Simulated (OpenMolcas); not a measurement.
Multiconfigurational calculation on Cl3+

Input:

```
&GATEWAY
Coord
1

Cl 0.0 0.0 0.0
Basis=ANO-L-VQZP
Group=XYZ
NoMove
AngMom=0.0 0.0 0.0
AMFI
&SEWARD
* reference wave functions (RASSCF and RASSI steps not shown): 4 electrons in 8 orbitals (3s 3p 4s 4p)
>>> COPY JOB001 $Project.JobIph
&CASPT2
Multistate=3 1 2 3
Frozen=2 3
IPEA=0.3
Imaginary=0.1
MaxIter=60
WThr=0.0 0.3 0.05
PrWF=0.5
NoMix
>>> COPY JOB002 $Project.JobIph
&CASPT2
Multistate=6 1 2 3 4 5 6
Frozen=2 3
IPEA=0.3
Imaginary=0.1
MaxIter=60
WThr=0.0 0.3 0.05
PrWF=0.5
NoMix
>>> COPY JOB003 $Project.JobIph
&CASPT2
Multistate=1 1
Frozen=2 3
IPEA=0.3
Imaginary=0.1
MaxIter=60
WThr=0.0 0.3 0.05
PrWF=0.5
NoMix
...
```

Launched by
```bash
OMP_NUM_THREADS=1 MOLCAS_MEM=2252 MOLCAS_PROJECT=a pymolcas a.inp > a.log  # once for each step of the input, in one work folder
```

Output, cut to the results:

```
--- CASPT2 ---
Orbital specifications:
      -----------------------

      Symmetry species                           1   2
                                                ag  au
      Frozen orbitals                            2   3
      Inactive orbitals                          0   0
      Active orbitals                            2   6
      Secondary orbitals                        17  20
      Deleted orbitals                           0   0
      Number of basis functions                 21  29
Type of calculation                        MS-CASPT2
      Fock operator                              state-specific
      IPEA shift                                 0.30
      Real shift                                 0.00
      Imaginary shift                            0.10
      The input orbitals will be transformed to quasi-canonical
Reference energy:        -456.8121320363
      E2 (Non-variational):      -0.0667946751
      Shift correction:          -0.0001184988
      E2 (Variational):          -0.0669131739
      Total energy:            -456.8790452101
      Residual norm:              0.0000009969
      Reference weight:           0.97408
      Contributions to the CASPT2 correlation energy
      Active & Virtual Only:         -0.0667946751
      One Inactive Excited:           0.0000000000
      Two Inactive Excited:           0.0000000000
Reference energy:        -456.8121320363
      E2 (Non-variational):      -0.0667940835
      Shift correction:          -0.0001184929
      E2 (Variational):          -0.0669125764
      Total energy:            -456.8790446127
      Residual norm:              0.0000009970
      Reference weight:           0.97408
      Contributions to the CASPT2 correlation energy
      Active & Virtual Only:         -0.0667940835
      One Inactive Excited:           0.0000000000
      Two Inactive Excited:           0.0000000000
::    CASPT2 Root  1     Total energy:   -456.87904521
::    CASPT2 Root  2     Total energy:   -456.87904461
::    CASPT2 Root  3     Total energy:   -456.87904959
::    MS-CASPT2 Root  1     Total energy:   -456.87904959
::    MS-CASPT2 Root  2     Total energy:   -456.87904521
::    MS-CASPT2 Root  3     Total energy:   -456.87904461
--- CASPT2 ---
Orbital specifications:
      -----------------------

      Symmetry species                           1   2
                                                ag  au
      Frozen orbitals                            2   3
      Inactive orbitals                          0   0
      Active orbitals                            2   6
      Secondary orbitals                        17  20
      Deleted orbitals                           0   0
      Number of basis functions                 21  29
Type of calculation                        MS-CASPT2
      Fock operator                              state-specific
      IPEA shift                                 0.30
      Real shift                                 0.00
      Imaginary shift                            0.10
      The input orbitals will be transformed to quasi-canonical
Reference energy:        -456.7398284904
      E2 (Non-variational):      -0.0797192058
      Shift correction:          -0.0001528796
      E2 (Variational):          -0.0798720854
      Total energy:            -456.8197005758
      Residual norm:              0.0000007740
      Reference weight:           0.96811
      Contributions to the CASPT2 correlation energy
      Active & Virtual Only:         -0.0797192058
      One Inactive Excited:           0.0000000000
      Two Inactive Excited:           0.0000000000
Reference energy:        -456.7398284904
      E2 (Non-variational):      -0.0795794268
      Shift correction:          -0.0001522115
      E2 (Variational):          -0.0797316382
      Total energy:            -456.8195601287
      Residual norm:              0.0000007319
      Reference weight:           0.96822
      Contributions to the CASPT2 correlation energy
      Active & Virtual Only:         -0.0795794268
      One Inactive Excited:           0.0000000000
      Two Inactive Excited:           0.0000000000
::    CASPT2 Root  1     Total energy:   -456.81970058
::    CASPT2 Root  2     Total energy:   -456.81956013
::    CASPT2 Root  3     Total energy:   -456.81966160
::    CASPT2 Root  4     Total energy:   -456.81935735
::    CASPT2 Root  5     Total energy:   -456.81968752
::    CASPT2 Root  6     Total energy:   -456.73917704
::    MS-CASPT2 Root  1     Total energy:   -456.81974701
::    MS-CASPT2 Root  2     Total energy:   -456.81972702
::    MS-CASPT2 Root  3     Total energy:   -456.81967546
::    MS-CASPT2 Root  4     Total energy:   -456.81946324
::    MS-CASPT2 Root  5     Total energy:   -456.81935459
::    MS-CASPT2 Root  6     Total energy:   -456.73917689
--- CASPT2 ---
Orbital specifications:
      -----------------------

      Symmetry species                           1   2
                                                ag  au
      Frozen orbitals                            2   3
      Inactive orbitals                          0   0
      Active orbitals                            2   6
      Secondary orbitals                        17  20
      Deleted orbitals                           0   0
      Number of basis functions                 21  29
Type of calculation                        SS-CASPT2
      Fock operator                              state-specific
      IPEA shift                                 0.30
      Real shift                                 0.00
      Imaginary shift                            0.10
      The input orbitals will be transformed to quasi-canonical
Reference energy:        -456.5528270310
      E2 (Non-variational):      -0.0270704439
      Shift correction:          -0.0000470502
      E2 (Variational):          -0.0271174941
      Total energy:            -456.5799445251
      Residual norm:              0.0000001985
      Reference weight:           0.98932
...
```

Levels above the lowest, from the spin-orbit matrix with the single-state CASPT2 energies, averaged by term, on its diagonal:

```json
{"Configuration": "3s2 3p2", "Term": "3P", "J": "0", "E (cm-1)": "0.0", "Measured (cm-1)": "0.0", "Term weight %": "100", "Second": ""}
{"Configuration": "3s2 3p2", "Term": "3P", "J": "1", "E (cm-1)": "430", "Measured (cm-1)": "491", "Term weight %": "100", "Second": ""}
{"Configuration": "3s2 3p2", "Term": "3P", "J": "2", "E (cm-1)": "1188", "Measured (cm-1)": "1341", "Term weight %": "100", "Second": ""}
{"Configuration": "3s2 3p2", "Term": "1D", "J": "2", "E (cm-1)": "13890", "Measured (cm-1)": "13766", "Term weight %": "100", "Second": ""}
{"Configuration": "3s2 3p2", "Term": "1S", "J": "0", "E (cm-1)": "31560", "Measured (cm-1)": "32550", "Term weight %": "100", "Second": ""}
{"Configuration": "3s 3p3", "Term": "5S*", "J": "2", "E (cm-1)": "66450", "Measured (cm-1)": "", "Term weight %": "100", "Second": ""}
{"Configuration": "3s 3p3", "Term": "3D*", "J": "1", "E (cm-1)": "99520", "Measured (cm-1)": "", "Term weight %": "100", "Second": ""}
{"Configuration": "3s 3p3", "Term": "3D*", "J": "2", "E (cm-1)": "99540", "Measured (cm-1)": "", "Term weight %": "100", "Second": ""}
{"Configuration": "3s 3p3", "Term": "3D*", "J": "3", "E (cm-1)": "99600", "Measured (cm-1)": "", "Term weight %": "100", "Second": ""}
{"Configuration": "3s 3p3", "Term": "3P*", "J": "0", "E (cm-1)": "120450", "Measured (cm-1)": "", "Term weight %": "100", "Second": ""}
{"Configuration": "3s 3p3", "Term": "3P*", "J": "1", "E (cm-1)": "120470", "Measured (cm-1)": "", "Term weight %": "100", "Second": ""}
{"Configuration": "3s 3p3", "Term": "3P*", "J": "2", "E (cm-1)": "120530", "Measured (cm-1)": "", "Term weight %": "100", "Second": ""}
{"Configuration": "3s 3p3", "Term": "1D*", "J": "2", "E (cm-1)": "149270", "Measured (cm-1)": "", "Term weight %": "100", "Second": ""}
{"Configuration": "3s 3p3", "Term": "3S*", "J": "1", "E (cm-1)": "165900", "Measured (cm-1)": "164721", "Term weight %": "97", "Second": "3 1P*"}
{"Configuration": "3s 3p3", "Term": "1P*", "J": "1", "E (cm-1)": "169730", "Measured (cm-1)": "", "Term weight %": "97", "Second": "3 3S*"}
```

Against the 5 measured excited levels shown (Moore, Atomic Energy Levels, vol. I, NSRDS-NBS 35 (1971 reprint of NBS Circular 467, 1949)) the mean absolute deviation is 500 cm-1; the largest miss in energy is 3s 3p3 3S* 1: computed 165900, measured 164721 cm-1 (+0.7 %), and the largest in proportion 3s2 3p2 3P1 (-12.4 %).

Term energies are means over components that CASPT2 splits; among the terms shown or strongly mixed into the levels shown the widest spread is 360 cm-1 (3s 3p3 3D*). Over all roots computed the reference weight is 0.86 to 0.99; the roots of lowest weight are the least certain, and an intruder state may touch them. Terms from blocks run as CI alone lack orbitals of their own. Active for correlation alone: 4p 4s; no level in the range computed is led by a configuration that fills them, so any true level of that kind is missing. Terms of s pⁿ other than that of highest spin mix with s² pⁿ⁻² d, which this space lacks; all of them can be thousands of cm-1 off, and some have no real level of that name. Measured partners are found by configuration, term and J. A level has none where our copy of the source lacks it or the pairing is in doubt (some pairs that miss far off the trend of their configuration count as doubtful), and it then counts in no deviation. Only configurations of the active space appear. The first state left out of the spin-orbit step lies near 240000 cm-1 above the lowest spin-free state of the reference (among the parities and spins computed), and the list stops at four fifths of that energy or lower.

The term weight is that of the spin-free term in the level, not the purity of its configuration. * marks odd parity.
